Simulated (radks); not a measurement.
Q: All-electron atom: Re+ in [Xe] 4f14 5d5 5f1 (not the ground configuration). Calculated with a radial shooting solver on a logarithmic mesh with Libxc functionals: scalar-relativistic Kohn-Sham, PBEsol, spin-polarised, spherical densities, finite nucleus; open shells are filled with parallel spins first (spin-orbit coupling, left out, can overturn this in heavy ions); Fermi nuclear charge, rms radius 5.3698 fm. Some entries of the table are withheld. Estimate them.

| orbital | occ. | eigenvalue (eV) | <r^2> (bohr^2) | r(max) (bohr) |
|---|---|---|---|---|
| 1s down | 1 | -71622.89 | 0.0004483 | 0.01125 |
| 1s up | 1 | -71622.88 | 0.0004483 | 0.01125 |
| 2s up | 1 | -12429.68 | 0.006880 | 0.06455 |
| 2s down | 1 | -12429.43 | 0.006880 | 0.06455 |
| 2p up | 3 | -10853.14 | 0.005709 | 0.05303 |
| 2p down | 3 | -10852.93 | 0.005709 | 0.05303 |
| 3s up | 1 | -2887.158 | 0.04461 | 0.1821 |
| 3s down | 1 | -2887.072 | 0.04460 | 0.1821 |
| 3p up | 3 | -2422.079 | 0.04542 | 0.1804 |
| 3p down | 3 | -2421.983 | 0.04542 | 0.1804 |
| 3d up | 5 | -1893.752 | 0.03765 | 0.1469 |
| 3d down | 5 | -1893.581 | 0.03765 | 0.1469 |
| 4s up | 1 | -612.1776 | 0.2193 | 0.4127 |
| 4s down | 1 | -611.9500 | 0.2193 | 0.4127 |
| 4p up | 3 | -459.5447 | 0.2499 | 0.4331 |
| 4p down | 3 | -459.3287 | 0.2498 | 0.4331 |
| 4d up | 5 | -267.8477 | 0.2898 | 0.4433 |
| 4d down | 5 | -267.5891 | 0.2894 | 0.4433 |
| 5s up | 1 | -98.8332 | 1.215 | 0.9396 |
| 5s down | 1 | -96.6606 | 1.194 | 0.9349 |
| 5p up | 3 | (1) | (2) | 1.064 |
| 5p down | 3 | (3) | (4) | 1.055 |
| 4f up | 7 | -55.1344 | 0.4235 | 0.4167 |
| 4f down | 7 | -54.6319 | 0.4147 | 0.4164 |
| 5d up | 5 | -19.0105 | (5) | 1.415 |
| 5d down | 0 | -15.3507 | (6) | 1.393 |
| 5f up | 1 | -2.5920 | 75.75 | 7.701 |

A: 
(1) 5p up eigenvalue (eV): -60.9468
(2) 5p up <r^2> (bohr^2): 1.663
(3) 5p down eigenvalue (eV): -58.0737
(4) 5p down <r^2> (bohr^2): 1.628
(5) 5d up <r^2> (bohr^2): 3.661
(6) 5d down <r^2> (bohr^2): 3.762
